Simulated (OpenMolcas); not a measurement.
# Computed transition rates of Cu V

* Program: OpenMolcas 26.06
* Method: MS-CASPT2, IPEA 0.25 Eh, imaginary shift 0.1 Eh (closed shells correlated: 3s 3p)
* Basis: ANO-RCC-VQZP [7s6p4d3f2g1h]
* Scalar Hamiltonian: DKH2, point nucleus
* Active space: 7 electrons in 5 orbitals (3d)
* State averaging: 2S+1 = 4 even, 10 roots; 2S+1 = 2 even, 40 roots
* Spin-orbit coupling: RASSI with atomic mean-field integrals over the reference wave functions, term energies averaged over their components

Rates come from the transition moments of the reference wave functions (E1 and E2 in the length form). At fixed line strength A goes as λ^-3 for E1 and M1 and as λ^-5 for E2, so a rate at the computed wavelength can be rescaled to the measured one. Measured vacuum wavelengths follow from level energies in Sugar and Musgrove, J. Phys. Chem. Ref. Data 19, 527 (1990). Branching counts decays inside the model space alone, at computed energies, and the table is only a selection of the E2 and M1 lines, drawn from those between levels with measured partners whose computed energy lies within a factor of 1.5 of the measured one.

```tsv
Upper	Lower	Type	λ computed (nm)	λ measured (nm)	A computed (s-1)	A rescaled (s-1)	Branching %
3d⁷ ⁴F_3/2	3d⁷ ⁴F_5/2	M1	13400	13010	2.69e-02	2.94e-02	100.0
3d⁷ ⁴P_1/2	3d⁷ ⁴P_3/2	M1	10860	11500	3.28e-02	2.76e-02	31.2
3d⁷ ⁴F_5/2	3d⁷ ⁴F_7/2	M1	9026	8746	7.87e-02	8.65e-02	100.0
3d⁷ ⁴F_7/2	3d⁷ ⁴F_9/2	M1	6442	6189	1.26e-01	1.42e-01	100.0
3d⁷ ²P_3/2	3d⁷ ⁴P_5/2	M1	1734	1616	5.79e-01		34.8
3d⁷ ²P_1/2	3d⁷ ⁴P_1/2	M1	1692	1555	7.22e-01		92.4
3d⁷ ²H_11/2	3d⁷ ²G_9/2	M1	1198	1278	1.98e-01		97.5
3d⁷ ²H_9/2	3d⁷ ²G_9/2	M1	1031	1081	6.76e-01		72.2
3d⁷ ⁴P_3/2	3d⁷ ⁴F_5/2	E2	547.1	546.3	2.23e-02	2.25e-02	27.9
3d⁷ ⁴P_1/2	3d⁷ ⁴F_3/2	E2	541.9	543.3	4.06e-02	4.01e-02	38.6
3d⁷ ⁴P_1/2	3d⁷ ⁴F_5/2	E2	520.8	521.5	3.17e-02	3.15e-02	30.2
3d⁷ ⁴P_3/2	3d⁷ ⁴F_7/2	E2	515.8	514.1	4.06e-02	4.13e-02	50.8
3d⁷ ⁴P_5/2	3d⁷ ⁴F_9/2	E2	482.5	480.2	8.83e-02	9.04e-02	65.8
3d⁷ ²G_7/2	3d⁷ ⁴F_5/2	M1	480.2	468.6	4.71e-01		37.8
3d⁷ ²G_7/2	3d⁷ ⁴F_7/2	M1	455.9	444.8	6.62e-01		53.1
3d⁷ ²G_9/2	3d⁷ ⁴F_9/2	M1	454.3	443	1.74e+00		77.3
3d⁷ ²P_3/2	3d⁷ ⁴F_5/2	M1	419.6	412.3	3.81e-01		22.9
3d⁷ ²F_7/2	3d⁷ ²G_7/2	M1	379.8	385	6.60e-01		28.3
3d⁷ ²D_5/2(1)	3d⁷ ⁴F_7/2	M1	344.6	340.7	3.43e+00		78.5
3d⁷ ²D_3/2(1)	3d⁷ ⁴F_3/2	M1	339.8	336	1.60e+00		26.8
3d⁷ ²D_3/2(1)	3d⁷ ⁴F_5/2	M1	331.4	327.5	3.17e+00		52.9
3d⁷ ²F_5/2	3d⁷ ⁴F_3/2	M1	218.6	217.6	5.48e-01		35.5
3d⁷ ²F_7/2	3d⁷ ⁴F_9/2	M1	200.7	199.7	5.37e-01		23.0
3d⁷ ²D_3/2(2)	3d⁷ ²G_7/2	E2	185.3	189.6	1.23e+01	1.10e+01	51.6
3d⁷ ²D_5/2(2)	3d⁷ ²G_9/2	E2	177.9	181.5	1.24e+01	1.12e+01	43.1
```

Spin-changing lines and M1 lines between different terms are not rescaled, since their strength hangs on the term gaps too.

The largest correction is for 3d⁷ ⁴P_1/2 → 3d⁷ ⁴P_3/2 (M1): 3.28e-02 × (10860 / 11500)^3 = 2.76e-02 s-1, a factor of 0.84.

The computed rate and branching of 3d⁷ ⁴F_7/2 → 3d⁷ ⁴F_9/2 give the upper level a radiative lifetime of 1.000 / 1.26e-01 s-1 = 7.94e+00 s, counting decays inside the model space alone. The rescaled rate gives about 7.0e+00 s.

These are rates of the free ion; in crystals, glasses and complexes forced electric-dipole and non-radiative decay shorten such lifetimes by orders of magnitude. No measured rate stands beside these. Rescaling mends the energy factor alone: line strengths can still be far off where a level mixes with configurations outside the active space, and weak or spin-changing lines hang on small mixing coefficients that depend on the term gaps too, so rescaling need not improve them.

CASPT2 does not keep the components of a term degenerate, so their means are used; among the terms shown or strongly mixed into the levels shown the widest spread is 580 cm-1 (3d⁷ ⁴F). The CASPT2 spread within a term exceeds the gap to the next term for 3d⁷ ²H and 3d⁷ ²D(1), so the order of their levels is uncertain. Measured partners are found by configuration, term and J. A level has none where our copy of the source lacks it or the pairing is in doubt (some pairs that miss far off the trend of their configuration count as doubtful). Levels of configurations outside the active space are missing.

A number in round brackets counts repeated terms of one configuration in the order of the reference energies.
